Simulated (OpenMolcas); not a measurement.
An OpenMolcas run meant for Ne5+ (ANO-R2, X2C; inactive shells 1s; intended active space 3 electrons in 4 orbitals (2s 2p)). One step of its input:

```
&CASPT2
Multistate=3 1 2 3
Frozen=0 0
IPEA=0.25
Imaginary=0.1
MaxIter=60
WThr=0.0 0.3 0.05
PrWF=0.5
NoMix
Deleted=6 8
```

The run finished. Its levels beside those of a sound run (SS-CASPT2, IPEA 0.25 Eh, imaginary shift 0.1 Eh (closed shells correlated: 1s)), in eV above each run's lowest level:

```json
{"Level": "2s² 2p ²P°_1/2", "This run": "0.0000", "Usual run": "0.0000"}
{"Level": "2s² 2p ²P°_3/2", "This run": "0.1536", "Usual run": "0.1536"}
{"Level": "2s 2p² ⁴P_1/2", "This run": "11.9448", "Usual run": "12.2526"}
{"Level": "2s 2p² ⁴P_3/2", "This run": "11.9973", "Usual run": "12.3052"}
{"Level": "2s 2p² ⁴P_5/2", "This run": "12.0846", "Usual run": "12.3924"}
{"Level": "2s 2p² ²D_3/2", "This run": "22.7508", "Usual run": "22.2512"}
{"Level": "2s 2p² ²D_5/2", "This run": "22.7512", "Usual run": "22.2516"}
```

Problem. Which setting is unsound, and how much does it matter here?

Solution. Nearly half of the orbitals are deleted from the virtual space, which removes much of the correlation energy. Against the sound run the excited levels shown move by 2600 cm-1 on average and by 4000 cm-1 at most.

Term energies are means over components that CASPT2 splits; among the terms shown or strongly mixed into the levels shown the widest spread is 860 cm-1 (2s 2p² ²D, this run). Levels of configurations outside the active space are missing.

° marks odd parity.
